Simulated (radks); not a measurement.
Task: Valence configurations of Co+ (all share [Ar]). All-electron calculation, scalar-relativistic Kohn-Sham, SCAN, spin-polarised, spherical densities, finite nucleus; open shells are filled with parallel spins first; meta-GGA in the generalised Kohn-Sham scheme; Fermi nuclear charge, rms radius 3.7875 fm. Program: a radial shooting solver on a logarithmic mesh with Libxc functionals. Order these by energy: 3d6 4s1 4p1; 3d5 4s2 4p1; 3d7 4p1; 3d8; 3d6 4p2; 3d7.5 4p0.5.

Result: From the lowest, in eV above it: 3d8 0.000; 3d7.5 4p0.5 2.654; 3d7 4p1 5.936; 3d6 4s1 4p1 8.263; 3d6 4p2 14.858; 3d5 4s2 4p1 16.982. NIST lists [Ar] 3d8 as the ground configuration; this level of theory agrees among the configurations tried. The energies are those of spherical high-spin densities, not of single terms. No valid solution was reached for [Ar] 3d7 4s1; [Ar] 3d6 4s2; [Ar] 3d6.5 4s1.5.
